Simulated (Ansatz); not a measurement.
`CC(=O)O[SiH2]F` at its PBE0-D4/def2-TZVP geometry, where that method's forces vanish. Charge 0, multiplicity 1.

```json
{"atom": "C1", "x (Å)": "1.370", "y (Å)": "-0.829", "z (Å)": "-1.135"}
{"atom": "C2", "x (Å)": "0.619", "y (Å)": "-0.146", "z (Å)": "-0.044"}
{"atom": "O3", "x (Å)": "1.090", "y (Å)": "0.266", "z (Å)": "0.989"}
{"atom": "O4", "x (Å)": "-0.689", "y (Å)": "-0.005", "z (Å)": "-0.291"}
{"atom": "Si5", "x (Å)": "-1.497", "y (Å)": "0.773", "z (Å)": "0.970"}
{"atom": "F6", "x (Å)": "-2.997", "y (Å)": "0.812", "z (Å)": "0.438"}
{"atom": "H7", "x (Å)": "2.420", "y (Å)": "-0.913", "z (Å)": "-0.867"}
{"atom": "H8", "x (Å)": "1.260", "y (Å)": "-0.263", "z (Å)": "-2.063"}
{"atom": "H9", "x (Å)": "0.942", "y (Å)": "-1.818", "z (Å)": "-1.309"}
{"atom": "H10", "x (Å)": "-1.479", "y (Å)": "-0.041", "z (Å)": "2.196"}
{"atom": "H11", "x (Å)": "-1.038", "y (Å)": "2.165", "z (Å)": "1.116"}
```

For each bond, give half the difference of the two atoms' forces along it (eV/Å; positive pushes the atoms apart) under PBE-D4, r2SCAN-D4, B3LYP-D4, ωB97M-V in def2-TZVPP. (Best estimate.)

Ansatz gave: 
```csv
bond,length (Å),PBE-D4,r2SCAN-D4,B3LYP-D4,ωB97M-V
C1–C2,1.490,-0.30,-0.11,-0.02,0.07
C1–H7,1.087,0.10,-0.04,-0.06,-0.08
C1–H8,1.092,0.10,-0.02,-0.06,-0.09
C1–H9,1.092,0.10,-0.02,-0.06,-0.09
C2–O3,1.208,0.96,0.34,0.20,0.05
C2–O4,1.338,0.32,0.28,0.20,0.16
O4–Si5,1.688,0.26,0.01,0.07,0.06
Si5–F6,1.592,0.53,0.03,0.15,0.17
Si5–H10,1.472,-0.04,-0.04,-0.12,-0.18
Si5–H11,1.472,-0.04,-0.04,-0.12,-0.17
```

B3LYP here is the variant with VWN-RPA as its local correlation; programs differ in this.
